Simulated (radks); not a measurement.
The numbers below are computed, except where a source is named.
Problem. The arsenic ion As3+, [Ar] 3d10 4s2. Code: a radial shooting solver on a logarithmic mesh with Libxc functionals. Model: non-relativistic Kohn-Sham, exchange-only B88, spin-polarised, spherical densities, point nucleus. Every spin shell is full or empty, so the densities are truly spherical. Functionals are evaluated on that one density, not self-consistently. Rank these exchange functionals by their error against the exact value of the orbitals, and give that value: LDA, PBEsol, revPBE, RPBE, PW91, PW86, WC, SOGGA, TPSS, revTPSS, SCAN, r2SCAN, MS2, Tao-Mo, TASK.

Solution. Exact: -80.4578 hartree. From best to worst, with 100 (|E| - |E exact|)/|E exact| (equal figures are ties): RPBE +0.02, revPBE -0.05, r2SCAN +0.07, TPSS +0.08, PW91 +0.17, PW86 +0.25, MS2 -0.28, SCAN +0.33, Tao-Mo -0.50, revTPSS -0.65, WC -0.87, TASK -2.45, PBEsol -2.46, SOGGA -2.48, LDA -5.63.
